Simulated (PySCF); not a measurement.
Vertical excitations of a molecule C₂H₈InN from TDA-M06-2X/def2-SVPD (PySCF), as energy in eV (oscillator strength): 5.38 (0.066), 5.51 (0.000), 5.76 (0.085), 6.09 (0.219), 6.61 (0.037), 6.79 (0.000), 7.00 (0.164), 7.02 (0.000), 7.22 (0.010), 7.26 (0.019). Lowest triplet (TDA): 4.67 eV. Coordinates come from a B3LYP-D3(BJ)/def2-SVP optimisation. The def2 effective core potentials stand for the cores of In; spin–orbit coupling is left out. The values are those of a single conformer.

Problem. Which structure fits?
(A) C[CH2][InH][NH2]
(B) [CH3][In]([CH3])[NH2]
(C) C[N](C)[InH2]

Solution. B, [CH3][In]([CH3])[NH2]
